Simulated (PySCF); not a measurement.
H₅N₃SW, multiplicity 1. Atoms are numbered in the order given.

```xyz
10

W     -0.1405    -0.0285     0.0000
N     -0.8547    -1.6226     0.0000
H     -0.7876    -2.6375     0.0000
S      2.0144     0.0029     0.0000
N     -0.7986     0.8382    -1.6111
H     -0.3613     1.6540    -2.0302
H     -1.5798     0.5089    -2.1684
N     -0.7986     0.8382     1.6111
H     -1.5798     0.5089     2.1684
H     -0.3613     1.6540     2.0302
```
Charge 0, spin multiplicity 1.

Geometry: PBE0-D3(BJ)/def2-SVP. The multiplicity is an assumed one; no other spin state was optimised. The structure was generated by enumeration; whether it is a known compound was not checked. The def2 effective core potentials stand for the cores of W; spin–orbit coupling is left out. The values are those of a single conformer.

All values below come from TDA-PBE/def2-SVPD run with PySCF.

Vertical excitations. Gas-phase values at a fixed geometry. State labels are in the subgroup Cs.

Computed excitation energies, oscillator strengths and character:
```csv
state,symmetry,energy (eV),λ (nm),f,main pairs
S1,A',3.75,331,0.011,"HOMO→LUMO 80 %, HOMO−1→LUMO+1 13 %"
S2,A",3.76,329,0.000,HOMO−1→LUMO 92 %
S3,A",4.16,298,0.022,HOMO→LUMO+1 80 %
S4,A",4.39,282,0.000,HOMO−2→LUMO 94 %
S5,A',4.41,281,0.020,"HOMO−1→LUMO+1 60 %, HOMO−3→LUMO 32 %"
S6,A",4.75,261,0.001,HOMO→LUMO+2 98 %
S7,A',4.92,252,0.021,"HOMO−3→LUMO 48 %, HOMO−1→LUMO+3 13 %, HOMO−2→LUMO+1 9 %, HOMO−2→LUMO+2 9 %"
S8,A',4.94,251,0.007,"HOMO−2→LUMO+1 60 %, HOMO→LUMO+4 29 %"
S9,A",5.02,247,0.001,"HOMO−3→LUMO+1 51 %, HOMO→LUMO+3 45 %"
S10,A',5.14,241,0.013,HOMO−1→LUMO+2 83 %
T1,A',3.19,389,0,HOMO→LUMO 95 %
T2,A",3.46,358,0,"HOMO−1→LUMO 83 %, HOMO→LUMO+1 16 %"
T3,A",3.69,336,0,"HOMO→LUMO+1 82 %, HOMO−1→LUMO 15 %"
T4,A',3.79,327,0,HOMO−1→LUMO+1 95 %
```
Triplets are in the Tamm–Dancoff approximation.
